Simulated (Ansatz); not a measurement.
Ideal-gas functions of C₂H₃OSb, SMILES `C#C[O][SbH2]` at 400 K and 1 bar, from an Ansatz frequency run at PBE0-D4/def2-TZVP.

Molar mass 164.81 g/mol, point group Cs (symmetry number 1), electronic degeneracy 1, moments of inertia 22.296, 277.173, 293.532 u Å². Harmonic wavenumbers (cm⁻¹, unscaled): 117, 133, 425, 464, 544, 550, 595, 622, 690, 848, 1153, 1960, 1964, 2266, 3503.

Use S(trans) = R[1.5 ln M + 2.5 ln T − 1.1517]; rotational temperatures θ = 24.2544 K / I; S(rot) = R[ln(√π/σ · √(T³/θAθBθC)) + 1.5]; for each mode x = 1.438777 ν̃/T, S = R[x/(eˣ − 1) − ln(1 − e⁻ˣ)] and H = RT x/(eˣ − 1); 1 cm⁻¹ = 0.0119627 kJ/mol; R = 8.31446 J/(mol·K).

Task: By hand: the entropy, in J/(mol·K).

Result: Translation 178.6. Rotation: θ = 1.0878, 0.0875, 0.0826 K, giving 112.1. Vibration, mode by mode: 15.57, 14.52, 5.55, 4.96, 3.94, 3.88, 3.41, 3.16, 2.61, 1.66, 0.69, 0.06, 0.06, 0.02, 0.00, in all 60.1. Electronic 0.0. Sum 350.8 J/(mol·K).

Task: By hand: H − E and G − E in kJ/mol, counted from the electronic energy.

Result: Zero-point energy ½ × 15834 × 0.0119627 = 94.7; thermal vibration 13.5; translation, rotation and pV give 4 RT = 13.3. H − E = 121.5 kJ/mol, and G − E = 121.5 − 400 × 350.8/1000 = -18.8 kJ/mol.

Vibration gives 17 % of the entropy, 30.1 J/(mol·K) of it from the modes under 150 cm⁻¹: soft modes count most, and the harmonic formula is weakest for them.
